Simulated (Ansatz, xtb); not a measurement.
# BrClFH2Si2+: where a starting geometry ends

The starting geometry of this gas-phase singlet has its atoms placed at random.

```yaml
atoms:
  - { symbol: Br, position_ang: [-0.4496, -0.6365, -1.7688] }
  - { symbol: Cl, position_ang: [-0.6743, 1.6422, -1.2861] }
  - { symbol: F, position_ang: [-0.0273, -0.9591, 1.8208] }
  - { symbol: Si, position_ang: [1.4371, -1.2455, 0.8405] }
  - { symbol: Si, position_ang: [-1.3857, 1.1582, 1.1872] }
  - { symbol: H, position_ang: [0.5440, -0.1449, 1.0700] }
  - { symbol: H, position_ang: [-1.1954, -0.6026, 0.2396] }
```

Task: One run relaxed it with r2SCAN-D4/def2-SVP. What is a likely outcome?

Result: It ends as a structure with Cl2 bridging Br1 and Si5, given below by its coordinates. Distances that change by over a tenth: F3–Si4 (1.79 → 1.61 Å), Si4–Si5 (3.72 → 2.69 Å), Si4–H6 (1.44 → 1.87 Å). Contacts that close: Cl2–Si5 (2.62 → 2.11 Å), Si5–H6 (2.33 → 1.59 Å), Si5–H7 (2.01 → 1.59 Å).

The energy falls by 6.66 eV over 19 steps:

```
step  E − E(last) (eV)
   1             6.657
   3             3.057
   5             1.135
   7             0.849
   9             0.423
  11             0.129
  13             0.014
  15             0.002
  17             0.000
  19             0.000
```

Final geometry (Å):

```tsv
atom	x (Å)	y (Å)	z (Å)
Br	0.0492	-0.4108	-2.7433
Cl	-0.9564	1.2563	-1.2275
F	0.4559	-1.5259	2.4065
Si	0.3805	-1.2707	0.8233
Si	-0.9409	1.0684	0.8758
H	0.5677	0.5760	1.0247
H	-1.3071	-0.4814	0.9438
```

From the same start GFN2-xTB ends elsewhere, differing in Cl2–Si5 (5.04 against 2.11 Å here), Si4–Si5 (3.29 against 2.69 Å here), Si4–H6 (1.58 against 1.87 Å here), Si5–H6 (2.02 against 1.59 Å here).

From so rough a start the end depends on the optimiser's path, so another program may land elsewhere. No frequencies were run, so the end isn't proven a minimum. Run with Ansatz 0.2.0, 47 s on 2 threads of Intel(R) Xeon(R) Platinum 8375C CPU @ 2.90GHz (Ice Lake), on a shared host.
